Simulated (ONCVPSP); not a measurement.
## S (Z = 16), ONCV: configuration errors across variants

* Element: S
* Generator: ONCVPSP 4.0.1
* Type: optimised norm-conserving Vanderbilt (ONCV)
* Functional: PBEsol
* Relativity: scalar-relativistic
* Frozen core: [Ne]
* Valence charge: 6
* Reference configuration: 3s1 3p5
* Partial waves: 3s: rc 1.50 bohr, ncon 5, nbas 9, qcut 3.6 1/bohr, 2 projectors, debl 3.5 Ha; 3p: rc 1.40 bohr, ncon 5, nbas 9, qcut 5 1/bohr, 2 projectors, debl 2 Ha
* Local potential: polynomial inside 1.05 bohr (lpopt 5, dvloc0 0 Ha)
* Core correction: Teter function, fcfact 4, rcfact 1.8

All-electron excitation energies from the reference (eV): (1) 3s2 3p4 -10.280; (2) 3s2 3p3 1.454; (3) 3s2 3p2 23.695; (4) 3s2 3p1 57.695.

Errors AE − PS in meV (a dash: test not solved or not reliable):

| change | (1) | (2) | (3) | (4) | bound ghosts | GHOST(+) flags above zero |
| --- | --- | --- | --- | --- | --- | --- |
| base | -4.4 | +2.0 | +9.7 | -8.2 | none | s |
| local potential polynomial inside 1.05 bohr (lpopt 5, dvloc0 1 Ha) | -4.4 | +2.0 | +9.7 | -8.2 | none | s |
| s: rc 1.98 | -21 | -7.7 | +23 | +56 | none | s |
| p: qcut 4.8 | -4.4 | +2.0 | +9.7 | -8.3 | none | s |
| all radii but the core radius scaled by about 1.32 (s 1.98, p 1.86 bohr); local potential polynomial inside 1.38 bohr (lpopt 5, dvloc0 0 Ha) | -20 | -7.2 | +21 | +47 | none | s |
| core correction Teter function, fcfact 4.8, rcfact 1.8 | -4.8 | +2.1 | +8.6 | -19 | none | s |

(1) Give the same row for: s: qcut 2.4; p: qcut 3.3.

Answers

(1) -5.8, +1.1, +11, -2.5; bound ghosts: none; GHOST(+) flags above zero: s.
